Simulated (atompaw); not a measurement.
## PBEsol PAW (atompaw) dataset for vanadium (V), scalar-relativistic all-electron reference.

* Element: V
* Generator: atompaw 4.2.0.5
* Type: PAW
* Functional: PBEsol
* Relativity: scalar-relativistic
* Frozen core: [Ar]
* Valence charge: 5
* Reference configuration: 3d3 4s1 4p1
* Partial waves: 4s (bound); 4s channel at 4.85 Ry; 4p (bound); 4p channel at 3.75 Ry; 3d (bound); 3d channel at 0.3 Ry
* Local potential: bessel scheme, radius 2.85 bohr
* Core correction: smooth core density matched at 1.55 bohr
* Augmentation charge: sinc compensation charge, radius 2.50 bohr; PAW radius 3.00 bohr; waves and projectors: bloechl

All-electron outer shells of the reference configuration (PBEsol, scalar-relativistic, ld1.x):

```json
{"shell": "3s", "level (eV)": "-71.45", "outermost node (bohr)": "0.38", "outermost maximum (bohr)": "0.82"}
{"shell": "3p", "level (eV)": "-45.37", "outermost node (bohr)": "0.35", "outermost maximum (bohr)": "0.84"}
{"shell": "3d", "level (eV)": "-6.51", "outermost node (bohr)": "–", "outermost maximum (bohr)": "0.90"}
{"shell": "4s", "level (eV)": "-5.54", "outermost node (bohr)": "1.17", "outermost maximum (bohr)": "2.72"}
{"shell": "4p", "level (eV)": "-2.10", "outermost node (bohr)": "1.30", "outermost maximum (bohr)": "3.54"}
```

Results:

```json
{"Cutoffs needed": "18 Ry and 25 Ry (the cutoffs (Ry, on a coarse ladder) from which the occupation-weighted sum of valence levels, in a spherical-Bessel basis at the reference potential, stays within 10 and 1 mRy of its value at 400 Ry)", "Ghost test": "no extra level below or beside the all-electron valence levels (s, p, d, f tested) (spherical-Bessel basis up to 400 Ry, 20 bohr box)", "Lowest eigenvalue of the overlap operator": "0.46 (s channel)", "Overlap eigenvalues printed by atompaw (projector basis)": "0.166, 0.399, 1.84, 2.37, 10.1, 14.8", "Share of each valence orbital outside the PAW sphere": "4s 53 %, 4p 78 %, 3d 5 %"}
```

Generation and tests took about 7.3 s on one core of a shared server CPU.
